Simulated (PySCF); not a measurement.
**³³S chemical shifts**

Method: GFN2-xTB geometry, NMR shieldings at PBE0/pcSseg-1/GIAO, in PySCF (fast rotation and ring inversion assumed for equivalent nuclei, one computed conformer, relativity neglected, isolated molecule).

Shieldings were converted by a linear fit to measured shifts: ³³S: δ = 158.28 − 0.937σ (rms 33.3 ppm, 20 shifts vs sulfate, solution or neat liquid). Occasional misses reach two or three times the rms, and more in compound classes unlike the fitted ones.

(1) Give the ³³S shifts of `CC(=S)c1cccs1`.

(2) Match the shifts 531, -315, -544 ppm to `CS/C=C\F`, `CC(=S)CF`, `FC[C@H]1CS1`.

Answers

(1) 
```json
{"compound": "[CH3:1][C:2](=[S:3])[c:4]1[cH:5][cH:6][cH:7][s:8]1", "environment": "S3: thione sulfur", "δ (ppm)": "540"}
{"compound": "[CH3:1][C:2](=[S:3])[c:4]1[cH:5][cH:6][cH:7][s:8]1", "environment": "S8: aromatic ring sulfur", "δ (ppm)": "-112"}
```

(2) 531: CC(=S)CF (thione sulfur); -315: CS/C=C\F (sulfide sulfur); -544: FC[C@H]1CS1 (sulfide sulfur).
